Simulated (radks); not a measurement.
Question: Coherent X-ray form factor from a spherical all-electron density. Calculated with a radial shooting solver on a logarithmic mesh with Libxc functionals: non-relativistic Kohn-Sham, PBEsol, spin-polarised, spherical densities, point nucleus.

| sin(theta)/lambda (1/angstrom) | f0 (electrons) |
|---|---|
| 0.05 | 21.799 |
| 0.1 | 21.215 |
| 0.15 | 20.305 |
| 0.2 | 19.149 |
| 0.25 | 17.838 |
| 0.3 | 16.461 |
| 0.4 | 13.789 |
| 0.5 | 11.520 |
| 0.6 | 9.779 |
| 0.8 | 7.639 |
| 1 | 6.515 |
| 1.25 | 5.557 |
| 1.5 | 4.684 |
| 2 | 3.158 |

The species is in the configuration that NIST lists as its ground one. Which atom or ion scatters so?

Answer: The iron ion Fe4+, [Ar] 3d4. Extrapolating in s^2 from the first two rows gives f0(0) = 22.0, near the electron count 22; among species with that count, the fall with angle is slower the higher Z, and the table is that of Z = 26; from so few rows the species is fixed only to a neighbour or two.
